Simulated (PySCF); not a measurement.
Electronic structure of P (phosphorus, neutral) at the UHF level

Configuration: [Ne] 3s2 3p2 3d1, one real determinant (an excited configuration). Calculation: PySCF 2.14, in dyall-av2z (13s9p2d, 50 functions); no relativity, point nucleus.

| Property | Result |
| --- | --- |
| Total energy | -340.323755 hartree |
| One-electron energy | -469.5050 hartree |
| Hartree (Coulomb) energy | 151.6823 hartree |
| Exchange energy | -22.5010 hartree |
| Kinetic energy | 340.51071 hartree |
| ⟨S²⟩ | 3.7526 |
| ⟨L²⟩ | 8.007 |
| Sum of ⟨r⟩ | 15.87 bohr |
| Sum of ⟨r²⟩ | 35.89 bohr² |
| Traceless quadrupole moment −½Σ⟨3z² − r²⟩ along its main axis | -1.26 e·bohr² |
| Density at the nucleus (Gaussians lack the cusp) | 2140 bohr⁻³ |
| Spin density at the nucleus | -0.237 bohr⁻³ |
| Langevin diamagnetic susceptibility | -28.4 ×10⁻⁶ cm³/mol |

```csv
shell,electrons,mean orbital energy (hartree),spread (hartree),"rms radius, mean of both spins (bohr)"
1s α,1,-80.12608,0,0.120
1s β,1,-80.11073,0,0.120
2s α,1,-7.65256,0,0.562
2s β,1,-7.63696,0,0.562
2p α,3,-5.54833,0.01761,0.540
2p β,3,-5.51801,0.01672,0.540
3s α,1,-0.86314,0,2.02
3s β,1,-0.65278,0,2.02
3p α,2,-0.45794,0,2.43
3d α,1,0.01469,0,3.67
```

⟨L²⟩ = 8.01 against 12 for a pure F term, so this real determinant mixes terms. The outer electron is Rydberg-like, and this basis confines it to a smaller radius and binds it less than a complete one would. At UHF the highest occupied level has a positive energy, so only the finite basis holds that electron; for this excited configuration the basis is too tight for the outer shell.

Spin-orbit constants ζ (cm⁻¹) from the X2C one-electron operator on these orbitals (non-relativistic here): bare nucleus, nucleus screened by l(l+1)(2l+1)/3 electrons, and screened by the Breit-Pauli mean field of the electrons.

```csv
shell,bare,screened nucleus,mean field
2p,5408,4687,4357
3p,316.0,273.8,249.9
3d,4.496,1.499,0.3100
```

To first order the Landé constant is A = 27.84 cm⁻¹, so the lowest level has J = 3/2 and lies 0.0207 eV below the centre of the term. This holds in LS coupling only.
